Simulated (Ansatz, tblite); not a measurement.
Isomers of Sn3O9H6 (singlet), found by a short tight-binding search and relaxed with r2SCAN-D4/def2-SVP in Ansatz.

In the def2 sets Sn takes a core potential; there is no spin–orbit coupling. The xTB rows come from tblite.

A: It holds 3 O–O bonds. B: The geometry of the charge 0 singlet is only loosely relaxed. It holds 4 O–O bonds.

Other spin states weren't relaxed.

A:

Cartesian coordinates in Å:
```
Sn -2.200 0.885 -1.090
Sn 1.429 -2.053 0.647
Sn -0.211 0.043 3.351
O 0.828 -0.419 1.782
O -0.895 1.736 0.553
O -1.557 2.318 -2.328
O -0.374 -1.466 -0.794
O -0.284 -0.166 -1.349
O -1.455 1.404 3.025
O 2.565 -0.849 -0.592
O 2.102 -1.112 -1.953
O -0.250 -2.448 -1.857
H -1.205 1.711 1.541
H -0.683 2.664 -2.095
H 0.679 -2.230 -2.148
H 1.418 -0.404 -2.022
H 0.182 -0.794 4.787
H -0.088 1.180 0.543
```

B:

```xyz
18

Sn   -0.992    0.724    0.784
Sn    0.642   -0.662   -1.979
Sn   -0.007   -1.836    1.780
O     1.392    0.868    2.172
O    -0.751    1.490   -2.760
O    -1.354   -0.561   -1.251
O     0.332    1.865    1.966
O     2.569   -0.691    0.261
O     1.262   -1.280    0.038
O     0.493    1.253   -0.829
O    -0.098    2.220   -1.703
O    -1.165   -2.663    0.257
H    -1.516    1.063   -2.296
H     1.779    1.179    3.006
H     2.325    0.110    0.789
H    -1.587   -1.442   -0.846
H    -2.112    1.993    0.363
H    -1.211   -3.629    0.250
```

Question: Estimate their order by electronic energy at PBE0-D4/def2-TZVP, counted from the lowest.

Answer: A (0.0) < B (16.5), in kcal/mol.

Question: Do the other levels pick the same lowest one?

Answer: Not GFN1-xTB. Energies above each level's lowest (kcal/mol):

```json
{"level": "GFN1-xTB", "A": "25.6", "B": "0.0"}
{"level": "GFN2-xTB", "A": "0.0", "B": "2.3"}
{"level": "PBE-D4/def2-TZVP", "A": "0.0", "B": "19.6"}
{"level": "r2SCAN-D4/def2-TZVP", "A": "0.0", "B": "19.2"}
{"level": "PBE0-D4/def2-TZVP", "A": "0.0", "B": "16.5"}
```
Point groups (tolerance 0.1 Å): A not assigned, B not assigned. Lower isomers may exist.
